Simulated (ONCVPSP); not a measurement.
## Sb (Z = 51): one change to an ONCV potential, before and after

ONCVPSP 4.0.1 input, shortened (lines: element, Z, core and valence counts, functional; n l f; lmax; l rc ep ncon nbas qcut; lloc lpopt rc5 dvloc0; l nproj debl; icmod fcfact rcfact), PBE, scalar-relativistic:

```
  Sb 51.00    8    3        4      upf
    1    0    2.00
    2    0    2.00
    2    1    6.00
    3    0    2.00
    3    1    6.00
    3    2   10.00
    4    0    2.00
    4    1    6.00
    4    2   10.00
    5    0    1.50
    5    1    3.50
    2
    0    1.70    0.00    4    9    3.60
    1    1.80    0.00    4    8    5.20
    2    1.05    0.00    4    8   10.10
    4    5    0.70    0.00
    0    3    2.80
    1    2    3.70
    2    2    2.20
    0    0.00    0.00
```

Change: core correction Teter function, parameters optimised by the program.

Cutoffs: the cutoffs (Ha) at which the residual kinetic energy of the hardest occupied pseudo-wave falls to 1 and 0.1 mHa per electron; they do not see the model core or the augmentation charge, which bear on the density cutoff. Errors are all-electron minus pseudo energies relative to the spin-unpolarised reference configuration.

Question: Predict the effect on cutoff, ghosts and configuration errors.

Answer: The potential gets neither clearly harder nor softer (46 Ha and 73 Ha → 46 Ha and 73 Ha); both files keep a bound ghost (p, s); of the 4 tests that both files solve, the error grows in 3 and shrinks in 0 by more than 15 % and 0.3 meV (median size 4.2 → 6.4 meV). A model core, the more so a compact one, raises the density cutoff, which this test does not measure.

| quantity | base | changed |
| --- | --- | --- |
| cutoff, loose | 46 Ha | 46 Ha |
| cutoff, tight | 73 Ha | 73 Ha |
| bound ghosts | s, p | s, p |
| GHOST(+) flags under 300 eV | s at 178.2 eV | s at 178.2 eV |
| error for 4d10 5s2 5p3, meV [ΔE -4.03 eV] | +0.4 | -0.3 |
| error for 4d10 5s2 5p2, meV [ΔE 4.29 eV] | -2.1 | -2.9 |
| error for 4d10 5s2 5p1, meV [ΔE 20.26 eV] | -6.4 | -9.9 |
| error for 4d9 5s2 5p3, meV [ΔE 36.71 eV] | -278 | -335 |
| s: phases at 1.72 bohr within 0.05 rad from the reference energy up to (Ha; the scan ends near 5) | to the end of the scan | to the end of the scan |
| p: phases at 1.83 bohr within 0.05 rad from the reference energy up to (Ha; the scan ends near 5) | to the end of the scan | to the end of the scan |
| d: phases at 1.07 bohr within 0.05 rad from the reference energy up to (Ha; the scan ends near 5) | to the end of the scan | to the end of the scan |

 A true bound ghost makes a file unfit for plane-wave use even where its test errors are small: the radial tests pick states by their node count and pass the ghost by.
